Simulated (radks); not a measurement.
Values are calculated unless marked as measured or tabulated.
Problem. The strontium ion Sr20+, [Ar]. Code: a radial shooting solver on a logarithmic mesh with Libxc functionals. Model: non-relativistic Kohn-Sham, r2SCAN, spin-polarised, spherical densities, point nucleus; meta-GGA in the generalised Kohn-Sham scheme. Every spin shell is full or empty, so the densities are truly spherical. Functionals are evaluated on that one density, not self-consistently. Rank these exchange functionals by their error against the exact value of the orbitals, and give that value: LDA, PBE, revPBE, RPBE, PW86, WC, AM05, SOGGA, G96, revTPSS, r2SCAN, TASK, MVS.

Solution. Exact: -77.2018 hartree. From best to worst, with 100 (|E| - |E exact|)/|E exact| (equal figures are ties): r2SCAN -0.02, RPBE -0.04, revPBE -0.13, MVS -0.15, PW86 +0.27, G96 +0.34, PBE -0.45, revTPSS -0.65, WC -1.22, TASK -2.73, SOGGA -3.00, AM05 -5.95, LDA -6.71.
